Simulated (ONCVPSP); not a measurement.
## What one change does to a pseudopotential (Hf, ONCV)

hafnium (Hf), optimised norm-conserving Vanderbilt (ONCV), made with ONCVPSP 4.0.1 (revPBE, scalar-relativistic). Core [Kr] 4d10 4f14 5s2, reference 5p6 5d2 6s1 6p1. Waves: 6s: rc 2.20 bohr, ncon 3, nbas 8, qcut 2.4 1/bohr, 1 projector; 5p+6p: rc 2.15 bohr, ncon 4, nbas 7, qcut 7.7 1/bohr, 2 projectors; 5d: rc 2.95 bohr, ncon 4, nbas 9, qcut 6 1/bohr, 2 projectors, debl 3.9 Ha. Local part: polynomial inside 1.75 bohr (lpopt 5, dvloc0 2 Ha). Core correction: Teter function, fcfact 2, rcfact 1.25.

Change: s: qcut 2.3; p: qcut 7.4; d: qcut 5.8.

Cutoffs: the cutoffs (Ha) at which the residual kinetic energy of the hardest occupied pseudo-wave falls to 1 and 0.1 mHa per electron; they do not see the model core or the augmentation charge, which bear on the density cutoff. Errors are all-electron minus pseudo energies relative to the spin-unpolarised reference configuration.

Task: Predict the effect on cutoff, ghosts and configuration errors.

Result: The potential gets neither clearly harder nor softer (10 Ha and 40 Ha → 10 Ha and 38 Ha); both files keep a bound ghost (s); the errors of the 4 common tests hardly move; the range in which the d phases agree narrows (upper end at the end of the scan → 0.9).

```csv
quantity,base,changed
"cutoff, loose",10 Ha,10 Ha
"cutoff, tight",40 Ha,38 Ha
loose cutoff by channel,"s 3.6 Ha, p 9.9 Ha, d 10 Ha","s 3.9 Ha, p 10 Ha, d 9.9 Ha"
bound ghosts,s,s
GHOST(+) flags under 300 eV,none,none
"error for 5p6 5d2 6s2 6p0, meV [ΔE -3.80 eV]",-0.5,-0.4
"error for 5p6 5d2 6s1 6p0, meV [ΔE 4.10 eV]",+0.4,+0.4
"error for 5p6 5d2 6s0 6p0, meV [ΔE 18.13 eV]",+15,+15
"error for 5p6 5d2 6s1.5 6p0, meV [ΔE -0.58 eV]",+0.2,+0.2
s: phases at 2.24 bohr within 0.05 rad from the reference energy up to (Ha; the scan ends near 5),1.0,1.0
p: phases at 2.18 bohr within 0.05 rad from the reference energy up to (Ha; the scan ends near 5),to the end of the scan,to the end of the scan
d: phases at 3.00 bohr within 0.05 rad from the reference energy up to (Ha; the scan ends near 5),to the end of the scan,0.9
"rms error of d²Exc/dni dnj with the model core, mHa",2.23,2.23
```

 A true bound ghost makes a file unfit for plane-wave use even where its test errors are small: the radial tests pick states by their node count and pass the ghost by.
